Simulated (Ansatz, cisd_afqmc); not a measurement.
System: Sb, charge 0, quartet.

Quantity: electron affinity (Sb- (triplet) against Sb (quartet)), in eV. UHF or UKS for unpaired electrons; spin-orbit terms are left out. Cores are frozen in correlated methods (noble-gas shells, and filled d and f shells in the p block). Past Kr the def2 sets carry scalar-relativistic core potentials. AFQMC is phaseless with a CISD trial state; ± is one standard error, without the phaseless bias. Outlying blocks are dropped, and bars are widened where a walk drifts. Over all cases where full CI ran beside it in this data, AFQMC minus full CI had a median of +0.1 mEh and passed +0.4 mEh in a tenth of the cases. CBS(X,Y): correlation extrapolated as X^-3, Hartree-Fock from the larger set. A bracket is a step between two methods taken in the basis named. Spin-orbit terms, left out, reach several kcal/mol for Br and I, and more for heavier atoms. def2-TZVPD holds few diffuse functions, which lowers the functionals' binding of the extra electron.

```csv
level,program,electron affinity (eV),difference against the last row
HF/def2-SVPD,Ansatz,-0.53,-1.37
HF/def2-TZVPPD,Ansatz,-0.17,-1.01
HF/def2-QZVPPD,Ansatz,-0.11,-0.95
wB97X-V/def2-TZVPD,Ansatz,0.90,0.06
B2PLYP/def2-TZVPD,Ansatz,0.74,-0.10
MP2/def2-TZVPPD,Ansatz,0.43,-0.41
CCSD/def2-SVPD,Ansatz,-0.05,-0.89
CCSD/def2-TZVPPD,Ansatz,0.54,-0.30
CCSD/def2-QZVPPD,Ansatz,0.70,-0.14
CCSD(T)/def2-TZVPPD,Ansatz,0.58,-0.26
"CCSD(T)/CBS(def2-TZVPPD,def2-QZVPPD)",Ansatz,0.83,-0.01
CCSDT(Q)/def2-SVPD,Ansatz,-0.02,-0.86
AFQMC/CISD/def2-TZVPPD,cisd_afqmc,0.58 ± 0.01,-0.26
"CCSD(T)/CBS(def2-TZVPPD,def2-QZVPPD) + [CCSDT(Q) - CCSD(T)]/def2-TZVPPD",Ansatz,0.83,-0.01
"CCSD(T)/CBS(def2-TZVPPD,def2-QZVPPD) + [CCSDT(Q) - CCSD(T)]/def2-QZVPPD + [CCSDTQ - CCSDT(Q)]/def2-TZVPPD",Ansatz,0.84,0.00
```

Ansatz is a program for electronic structure.
